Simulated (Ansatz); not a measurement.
Geometry optimisation, RKS B3LYP/6-31G* (Ansatz 0.2.0).

The input (input.yaml):

```yaml
crystal:
  periodic: [false, false, false]
  atoms:
    - { symbol: B, position_ang: [0.0, 0.0, 0.0] }
    - { symbol: H, position_ang: [0.0, 0.0, 1.54] }
    - { symbol: "N", position_ang: [1.3423, 0.0, -0.775] }
    - { symbol: H, position_ang: [1.8089, -0.9179, -1.0268] }
    - { symbol: H, position_ang: [1.7937, 0.9179, -1.0532] }
    - { symbol: F, position_ang: [-1.1431, 0.0, -0.66] }
    - { symbol: "N", position_ang: [0.0829, 1.7537, 0.5833] }
    - { symbol: H, position_ang: [0.4765, 1.9752, 1.5423] }
    - { symbol: H, position_ang: [-0.2631, 2.537, -0.0414] }
    - { symbol: H, position_ang: [0.0424, 0.8968, 1.5631] }
basis:
  gaussian: { orbitals: "6-31G*" }
hamiltonian:
  xc: b3lyp
relax:
  f_tol: 0.15
  max_steps: 25
  restrain:
    - { distance: [0, 6], at: 2.75, k: 30.0 }
    - { distance: [9, 1], at: 1.86, k: 30.0 }
    - { distance: [0, 1], at: 1.19, k: 30.0 }
    - { distance: [9, 6], at: 1.06, k: 30.0 }
```

Launched with:

```bash
$ ansatz run input.yaml --threads 1 --pin off --max-ram 2048MiB --backend cpu --events-out ev --progress --plain --runs-dir out
```

Q: Where does it end, and by what steps?

A: It converged. The restraints hold the end off the free minimum. After 13 steps the energy has fallen by 5.635 eV (the restraints' own energy left out); H5 moved furthest, 1.02 Å. Joined: B1–H2 (1.54 → 1.19 Å).

```csv
step,energy less start (eV),largest force component (eV/Å),accepted
0,0.0000,5.774,yes
1,-0.1394,4.150,yes
2,-0.9594,5.514,yes
3,-2.5722,3.947,yes
4,-3.9034,3.710,yes
5,-4.3781,2.890,yes
6,-4.8502,1.783,yes
7,-5.2161,1.524,yes
8,-5.4075,1.147,yes
9,-5.5092,1.733,yes
10,-5.5860,1.215,yes
11,-5.6188,1.037,yes
12,-5.6329,0.982,yes
13,-5.6346,0.980,yes
```

```xyz
10
Properties=species:S:1:pos:R:3
B 0.087 -0.085 -0.188
H -0.129 -0.509 0.905
N 1.358 -0.171 -0.765
H 2.127 -0.616 -0.286
H 1.581 0.151 -1.697
F -0.933 0.416 -0.913
N -0.028 2.188 1.375
H 0.890 2.287 0.946
H -0.708 2.305 0.626
H -0.104 1.198 1.670
```

The run took 31 s on 1 thread of Arm Neoverse V2, with other jobs on the host, peak memory 0.14 GiB.
